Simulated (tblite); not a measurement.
What does the GFN2-xTB structure of `C1(C)C[CH]C(=O)C(=O)C=1` [radical] look like in three dimensions? (Doublet state.)

```
atom  x, y, z in Å
C1    -2.0392    0.9237    0.1194
C2    -0.6444    0.4015    0.0393
C3     0.4258    1.1638    0.2912
C4     1.7978    0.7079    0.1511
O5     2.7503    1.4314    0.0235
C6     1.9889   -0.8368    0.2267
O7     3.0900   -1.2406    0.5880
C8     0.8829   -1.5591   -0.1938
C9    -0.4809   -1.0182   -0.3838
H10   -2.0511    1.9700    0.4104
H11   -2.6108    0.3512    0.8492
H12   -2.5395    0.8204   -0.8430
H13    0.3231    2.2119    0.5386
H14    1.0719   -2.5537   -0.5742
H15   -0.7900   -1.1180   -1.4337
H16   -1.1825   -1.6465    0.1799
```

Any rigid rotation of these coordinates is as good. Atoms count from 1 in this order. C3 (carbon bonded to 2 C and H) is planar (angles 124.0°, 121.3° and 114.6°, sum 359.8°, 0.03 Å off the plane of its three neighbours). The 6-membered ring C2–C3–C4–C6–C8–C9 has internal angles of 113.8° to 125.7° (sum 713°, against 720° for a flat polygon); it is puckered, 0.11 Å rms from its mean plane, widest ring torsion 28°. C4 (carbon bonded to 2 C and O) is planar (angles 124.7°, 120.3° and 115.0°, sum 360.0°, 0.01 Å off the plane of its three neighbours). The 7 C–C bonds span 1.338 Å (C2=C3, drawn double) to 1.558 Å (C4–C6, drawn single), a spread of 0.220 Å.

Bonds between heavy atoms (Å): C1–C2 1.492, C2=C3 1.338, C3–C4 1.452, C4=O5 1.203, C4–C6 1.558, C6=O7 1.227, C6–C8 1.386, C8–C9 1.479, C2–C9 1.490.

Structure optimised with GFN2-xTB, isolated species. This method treats the open shell by occupation alone, without spin polarisation.

Point group: C1 (no symmetry element, even within 0.4 Å). Its GFN2-xTB frequencies are all real (lowest 49 cm⁻¹). Torsions: C2–C3–C4–O5 159°, C3–C4–C6–O7 -155°, C4–C6–C8–C9 -15°, C6–C8–C9–C2 -5°.

One conformer stands for the species.

The numbers are calculated, not measured.
